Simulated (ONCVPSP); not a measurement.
**What the settings do to the ONCV potential of As (Z = 33)**

Base potential:

- Element: arsenic
- Generator: ONCVPSP 4.0.1
- Type: optimised norm-conserving Vanderbilt (ONCV)
- Functional: PBEsol
- Relativity: non-relativistic
- Frozen core: [Ar]
- Valence charge: 15
- Reference configuration: 3d10 4s2 4p3
- Partial waves: 4s: rc 1.65 bohr, ncon 4, nbas 7, qcut 3.7 1/bohr, 2 projectors, debl 2.9 Ha; 4p: rc 2.10 bohr, ncon 4, nbas 7, qcut 4.4 1/bohr, 2 projectors, debl 2.3 Ha; 3d: rc 0.75 bohr, ncon 3, nbas 8, qcut 18.2 1/bohr, 2 projectors, debl 3.3 Ha
- Local potential: polynomial inside 0.65 bohr (lpopt 5, dvloc0 1 Ha)
- Core correction: Teter function fitted to the true core (icmod 2), fcfact 0.4

Cutoffs, loose and tight: the cutoffs (Ha) at which the residual kinetic energy of the hardest occupied pseudo-wave falls to 1 and 0.1 mHa per electron. They do not see the model core or the augmentation charge, which bear on the density cutoff. Test errors are all-electron minus pseudo excitation energies from the reference, over the configurations 3d10 4s2 4p2; 3d10 4s2 4p1; 3d10 4s2 4p0; 3d10 4s0 4p5. A dash means not determined; rows that change the core or the reference have their own tests.

A true bound ghost makes a file unfit for plane-wave use even where its test errors are small: the radial tests pick states by their node count and pass the ghost by.

| change | outcome | cutoff, loose | cutoff, tight | bound ghosts | GHOST(+) flags above zero | largest test error (meV) |
| --- | --- | --- | --- | --- | --- | --- |
| base | generated | 144 Ha | 160 Ha | s | p | -18 |
| p: rc 1.62 | generated | 144 Ha | 160 Ha | s | p | -4.9 |
| reference 3d10 4s1.75 4p3.25 | generated | 144 Ha | 160 Ha | s | p | -4.8 |

Q: What comes out with this change to the base: p: qcut 6.8?

A: outcome: generated; cutoff, loose: 144 Ha; cutoff, tight: 160 Ha; bound ghosts: s; GHOST(+) flags above zero: p; largest test error (meV): -8.5.

Q: What comes out with this change to the base: all radii but the core radius scaled by about 1.22 (s 2.02, p 2.56, d 0.92 bohr); local potential polynomial inside 0.80 bohr (lpopt 5, dvloc0 1 Ha)?

A: outcome: generated; cutoff, loose: 125 Ha; cutoff, tight: 140 Ha; bound ghosts: s; GHOST(+) flags above zero: p; largest test error (meV): -68.

Q: What comes out with this change to the base: d: ncon 5, nbas 10?

A: outcome: generated; cutoff, loose: 159 Ha; cutoff, tight: 454 Ha; bound ghosts: s; GHOST(+) flags above zero: p; largest test error (meV): -18.
